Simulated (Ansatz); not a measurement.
Consider the formal exchange of groups at the Al–O bond: `[OH][Al]([F])[SiH3]` + `C=C` → `C=[CH][Al]([F])[SiH3]` + H₂O.

Gas-phase electronic energies from Ansatz, PBE0-D4/def2-TZVP geometries. CBS: MP2 limit from def2 TZ/QZ plus the TZ coupled-cluster correction, frozen cores. This one scheme is used for every species. Functionals use def2-TZVPP. B3LYP here is the variant with VWN-RPA as its local correlation; programs differ in this. Each species was taken in one conformer, which may not be the lowest.

| level | ΔE (kJ/mol) | difference from CCSD(T)/CBS |
| --- | --- | --- |
| ωB97X-V | 134.7 | 2.8 |
| ωB97M-V | 133.8 | 1.9 |
| B2PLYP | 140.7 | 8.8 |
| PBE | 129.1 | -2.8 |
| r2SCAN | 136.6 | 4.7 |
| PBE0 | 129.9 | -2.0 |
| B3LYP | 142.0 | 10.1 |
| SCS-MP2/def2-QZVPP | 137.3 | 5.4 |
| MP2/CBS(def2) | 133.4 | 1.5 |
| CCSD/CBS(def2) | 134.6 | 2.7 |
| CCSD(T)/CBS | 131.9 | 0 |

Largest T1 diagnostic among the species: 0.013.

The D4 term adds −6.1 kJ/mol with B3LYP and −3.6 kJ/mol with PBE0; it sums over pairs of atoms, weighted by their polarisabilities, and B3LYP, whose exchange is more repulsive, gets the larger term. In def2-TZVPP, CCSD(T) changes the Hartree–Fock value by −13.5 kJ/mol (the triples alone add −2.7 kJ/mol) and MP2 by −11.9 kJ/mol.
